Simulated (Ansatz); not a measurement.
Geometry optimisation, RKS B3LYP/def2-SVP in Ansatz 0.2.0.

Input:

```yaml
crystal:
  periodic: [false, false, false]
  atoms:
    - { symbol: Sn, position_ang: [-0.286595, -0.276484, -0.255689] }
    - { symbol: H, position_ang: [-0.440893, 1.165302, 2.306478] }
    - { symbol: H, position_ang: [0.811005, -1.032783, 0.828094] }
    - { symbol: H, position_ang: [0.038617, 1.306539, -0.805962] }
    - { symbol: O, position_ang: [-0.445141, -1.362529, -1.924251] }
    - { symbol: H, position_ang: [-0.567401, -2.303695, -1.741709] }
    - { symbol: O, position_ang: [-2.087474, -0.333534, 0.544397] }
    - { symbol: Al, position_ang: [-3.609638, -1.098805, 0.455625] }
    - { symbol: H, position_ang: [-3.697675, -2.617897, 0.003799] }
    - { symbol: H, position_ang: [-4.877023, -0.274511, 0.926205] }
    - { symbol: H, position_ang: [-1.063682, 0.888595, 2.079912] }
basis:
  gaussian: { orbitals: def2-SVP }
hamiltonian:
  xc: b3lyp
relax:
  f_tol: 0.03
  max_steps: 50
output:
  orbitals: {}
```

Launched with:

```bash
$ ansatz run input.yaml --threads 2 --pin off --max-ram 3072MiB --backend cpu --events-out ev --progress --plain --runs-dir out
```

Problem. Where does it end, and by what steps?

Solution. It converged. After 11 steps the energy has fallen by 0.121 eV; H2 moved furthest, 0.85 Å.

```
step  energy less start (eV)  largest force component (eV/Å)  accepted
   0                  0.0000                           1.560       yes
   1                 -0.0868                           0.078       yes
   2                 -0.1078                           0.040       yes
   3                 -0.1135                           0.050       yes
   4                 -0.1150                           0.065       yes
   5                 -0.1163                           0.073       yes
   6                 -0.1170                           0.165       yes
   7                 -0.1182                           0.090       yes
   8                 -0.1197                           0.035       yes
   9                 -0.1203                           0.064       yes
  10                 -0.1202                           0.062        no
  11                 -0.1208                           0.026       yes
```

```xyz
11
Properties=species:S:1:pos:R:3
Sn -0.203 -0.419 -0.463
H -0.815 1.566 2.956
H 0.897 -1.165 0.625
H 0.157 1.141 -1.057
O -0.473 -1.520 -2.104
H -0.692 -2.441 -1.906
O -1.968 -0.357 0.446
Al -3.512 -1.085 0.467
H -3.703 -2.529 -0.166
H -4.691 -0.299 1.169
H -1.223 1.167 2.451
```

Time of the run: 74 s on 2 threads of Intel(R) Xeon(R) Platinum 8175M CPU @ 2.50GHz (Skylake/Cascade Lake) (shared host), peak memory 0.27 GiB.
